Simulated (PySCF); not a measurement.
This PySCF input asks for the NMR shieldings of SMILES O=S(=O)([O-])[C@@H](F)C(F)(F)F, [C₂HF₄O₃S]-; the geometry comes from GFN2-xTB.

```python
import basis_set_exchange as bse
import numpy as np
from pyscf import gto, dft
from pyscf.prop import nmr

atoms = """
O     1.631899   -1.270865   -0.801780
S     1.505476    0.000516   -0.117360
O     2.383161    0.165961    1.020197
O     1.359358    1.159153   -0.966528
C    -0.207716   -0.223221    0.672803
F    -0.388442    0.564937    1.776614
C    -1.209395    0.139276   -0.376910
F    -1.354195    1.450693   -0.553027
F    -0.934363   -0.408922   -1.557172
F    -2.479108   -0.305232   -0.085901
H    -0.301250   -1.269626    0.963103
"""
names = dict.fromkeys(["O", "S", "C", "F", "H"], "pcSseg-1")
basis = {el: gto.basis.parse(bse.get_basis(n, elements=[el], fmt="nwchem")) for el, n in names.items()}
mol = gto.M(atom=atoms, basis=basis, charge=-1, verbose=0)
mf = dft.RKS(mol, xc="PBE0")
mf.grids.level = 2
mf.grids.alignment = dft.numint.BLKSIZE   # the property module wants whole blocks of grid points
mf.conv_tol = 1e-9
mf.kernel()

calc = nmr.RKS(mf)   # GIAO
C = mf.mo_coeff
Co = C[:, mf.mo_occ > 0]
resp = mf.gen_response(singlet=True, hermi=2)
def vind(x):   # induced exchange potential for any number of trial vectors
    d = np.einsum("pi,xij,qj->xpq", C, 2 * x.reshape(-1, C.shape[1], Co.shape[1]), Co, optimize=True)
    return np.einsum("xpq,pi,qj->xij", resp(d - d.transpose(0, 2, 1)), C, Co, optimize=True).ravel()
mo1, _ = nmr.rhf.solve_mo1(calc, with_cphf=vind)
sigma = calc.kernel(mo1)
for i, s in enumerate(sigma):   # ppm
    print("%2d %-2s %9.2f" % (i, mol.atom_pure_symbol(i), np.trace(s) / 3))
```

Problem. What are the results?

Solution. 
```
 0 O      92.59
 1 S     192.19
 2 O     105.73
 3 O     112.38
 4 C      84.67
 5 F     399.31
 6 C      52.98
 7 F     269.10
 8 F     254.04
 9 F     243.17
10 H      26.99
```

These numbers come from an equivalent density-fitted implementation of the same equations, which agrees with the script to about 0.01 ppm for H and up to a few tenths of a ppm for heavy atoms, so last digits may differ.

Problem. Turn these shieldings into chemical shifts. δ = σ(ref) − σ, references computed at the same level: 17O (336.08 ppm) against H2O; CS2 for 33S (503.73 ppm); 13C (186.93 ppm), 1H (31.72 ppm) vs TMS; CFCl3 for 19F (170.95 ppm).

Solution. Averaging equivalent atoms: O 0: 243.5; O 2: 230.3; O 3: 223.7; S 1: 312; C 6: 133.9; C 4: 102.3; F 7/8/9: -84.5; F 5: -228.4; H 10: 4.72 ppm. Unscaled 19F shifts against computed CFCl3 carry errors that often reach 10 to 50 ppm. Experimental scales use liquid or dissolved standards, which lie at an offset from isolated H2O (liquid H2O: subtract about 36 ppm).

Size and cost of the density-fitted run: 182 basis functions, 29 s wall time on 1 thread of an Arm Neoverse V1, shared host.
